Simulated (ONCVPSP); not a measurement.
## Before and after: ONCV potential for rubidium

ONCVPSP 4.0.1 input, shortened (lines: element, Z, core and valence counts, functional; n l f; lmax; l rc ep ncon nbas qcut; lloc lpopt rc5 dvloc0; l nproj debl; icmod fcfact rcfact), PBEsol, non-relativistic:

```
  Rb 37.00    6    3  -116133      upf
    1    0    2.00
    2    0    2.00
    2    1    6.00
    3    0    2.00
    3    1    6.00
    3    2   10.00
    4    0    2.00
    4    1    6.00
    5    0    1.00
    2
    0    2.00    0.00    4    9    4.80
    1    2.40    0.00    3    7    6.30
    2    2.45    0.30    4    9    4.20
    4    5    1.35   -1.00
    0    2    2.40
    1    2    1.00
    2    2    2.30
    3    2.00    1.10
```

Change: s: nproj 3.

Cutoffs: the cutoffs (Ha) at which the residual kinetic energy of the hardest occupied pseudo-wave falls to 1 and 0.1 mHa per electron; they do not see the model core or the augmentation charge, which bear on the density cutoff. Errors are all-electron minus pseudo energies relative to the spin-unpolarised reference configuration.

What does the change do?

The potential gets neither clearly harder nor softer (9.3 Ha and 12 Ha → 9.3 Ha and 12 Ha); the errors of the 4 common tests hardly move; the range in which the s phases agree widens (upper end 1.7 → at the end of the scan); neither file shows a bound ghost.

| quantity | base | changed |
| --- | --- | --- |
| cutoff, loose | 9.3 Ha | 9.3 Ha |
| cutoff, tight | 12 Ha | 12 Ha |
| bound ghosts | none | none |
| GHOST(+) flags under 300 eV | s at 96.9 eV | s at 208.6 eV |
| error for 4s2 4p6 5s0, meV [ΔE 4.00 eV] | -0.1 | -0.1 |
| error for 4s2 4p6 5s0.5, meV [ΔE 1.54 eV] | 0.0 | 0.0 |
| error for 4s2 4p6 5s0 5p1, meV [ΔE 1.43 eV] | 0.0 | 0.0 |
| error for 4s2 4p5 5s1, meV [ΔE 21.21 eV] | -7.9 | -8.1 |
| s: phases at 2.03 bohr within 0.05 rad from the reference energy up to (Ha; the scan ends near 5) | 1.7 | to the end of the scan |
| p: phases at 2.43 bohr within 0.05 rad from the reference energy up to (Ha; the scan ends near 5) | 4.5 | 4.5 |
| d: phases at 2.49 bohr within 0.05 rad from the reference energy up to (Ha; the scan ends near 5) | to the end of the scan | to the end of the scan |
| rms error of d²Exc/dni dnj with the model core, mHa | 1.28 | 1.28 |
